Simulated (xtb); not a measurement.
V(O)2(OH) (HO₃V), SMILES [OH][V](=[O])=[O], multiplicity 1. All values are semi-empirical tight-binding results from xtb (GFN2-xTB unless named), good for trends rather than for accurate numbers. The structure is a stationary point at GFN2-xTB. The multiplicity is an assumed one; other spin states were not compared. The values are those of a single conformer.

For metal compounds this method's bond lengths and energies can be far off.

```
Property                                       Value
-------------------------------------  -------------
point group as xtb finds it                       Cs
orbital gap                                  1.77 eV
zero-point energy                      11.3 kcal/mol
G − E(el) at 298.15 K (modified RRHO)  -6.2 kcal/mol
```
